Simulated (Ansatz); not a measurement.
Two isomers of C8H16: A = `CCC1CCCCC1`, B = `C=C(C)CC(C)(C)C`.

Program: Ansatz. Geometries: PBE0-D4/def2-TZVP. ΔE: electronic, gas phase. CCSD(T)/CBS adds triple-zeta CCSD(T) − MP2 to the extrapolated MP2 energy (def2 sets, frozen cores). Functionals use def2-TZVPP. B3LYP here is the variant with VWN-RPA as its local correlation; programs differ in this. One conformer a species, not always the lowest.

Q: Which is lower in electronic energy at CCSD(T)/CBS, and by how much? (Best estimate.)

A: Computed: A, by 17.1 kcal/mol.

Q: Give E(B) − E(A) in kcal/mol with CCSD/def2-TZVPP, r2SCAN-D4, B3LYP-D4, PBE0-D4, ωB97M-V, HF/def2-TZVPP, B3LYP. (Best estimate.)

A: Computed: CCSD/def2-TZVPP 18.2, r2SCAN-D4 17.6, B3LYP-D4 15.2, PBE0-D4 21.0, ωB97M-V 18.0, HF/def2-TZVPP 18.1, B3LYP 15.8. None reverses the order clearly.

Largest T1 diagnostic: 0.009.

From PBE to PBE0 (25 % exact exchange), in def2-TZVPP and without D4, E(B) − E(A) moves by +3.2 kcal/mol.
